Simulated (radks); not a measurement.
The numbers below are computed, except where a source is named.
Valence configurations of Tc3+ (all share [Kr]). Level of theory: scalar-relativistic Kohn-Sham, PBEsol, spin-unpolarised, spherical densities, finite nucleus; Fermi nuclear charge, rms radius 4.4112 fm (a radial shooting solver on a logarithmic mesh with Libxc functionals). Energies are relative to 4d4; eigenvalues in eV.

\begin{tabular}{lrrrr}
valence & E (eV) & e(4d) & e(5p) & e(5s) \\ \hline
4d4 & 0.000 & -35.133 & - & - \\
4d3 5s1 & 8.343 & -38.753 & - & -29.567 \\
4d3.5 5s0.5 & 3.963 & -36.932 & - & -28.594 \\
4d2 5s2 & 18.429 & -42.448 & - & -31.431 \\
4d1.5 5s0.5 5p2 & 38.763 & -46.157 & -26.112 & -33.437 \\
4d0.5 5s0.5 5p3 & 60.228 & -50.763 & -27.858 & -35.594 \\
4d3.5 5p0.5 & 7.254 & -37.425 & -22.333 & - \\
4d3 5p1 & 15.096 & -39.722 & -23.440 & - \\
4d2.5 5s1 5p0.5 & 16.616 & -41.073 & -23.901 & -30.825 \\
4d2 5p2 & 32.651 & -44.311 & -25.441 & - \\
\end{tabular}

NIST lists [Kr] 4d4 as the ground configuration; this level of theory agrees among the configurations tried. The energies are those of spherical spin-averaged densities, not of single terms.
